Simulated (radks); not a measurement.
Initial-state core-level shifts of the tin ion Sn2+ when its valence configuration changes from [Kr] 4d10 5s2. All-electron calculation, scalar-relativistic Kohn-Sham, PBE, spin-polarised, spherical densities, finite nucleus; open shells are filled with parallel spins first (spin-orbit coupling, left out, can overturn this in heavy ions); Fermi nuclear charge, rms radius 4.6519 fm. Program: a radial shooting solver on a logarithmic mesh with Libxc functionals. Shifts are changes of the shell-averaged eigenvalues in eV (positive: less bound); the change of the density at the nucleus, which sets a Mossbauer isomer shift, is in e/bohr^3, on a base of 1.966e+05.

| valence | 1s | 2p | 3p | 3d | density at nucleus |
|---|---|---|---|---|---|
| 4d10 5s1.5 5p0.5 | -0.729 | -0.712 | -0.726 | -0.724 | -22.42 |
| 4d10 5s1 5p1 | -1.388 | -1.356 | -1.386 | -1.383 | -45.57 |
| 4d9 5s2 5p1 | -8.393 | -8.776 | -8.510 | -8.569 | +18.28 |
| 4d9 5s1 5p2 | -9.572 | -9.937 | -9.704 | -9.761 | -32.45 |
| 4d8 5s2 5p2 | -16.901 | -17.731 | -17.124 | -17.255 | +37.73 |
| 4d10 5p2 | -2.843 | -2.776 | -2.833 | -2.827 | -92.58 |
| 4d9 5p3 | -10.947 | -11.283 | -11.076 | -11.132 | -84.78 |
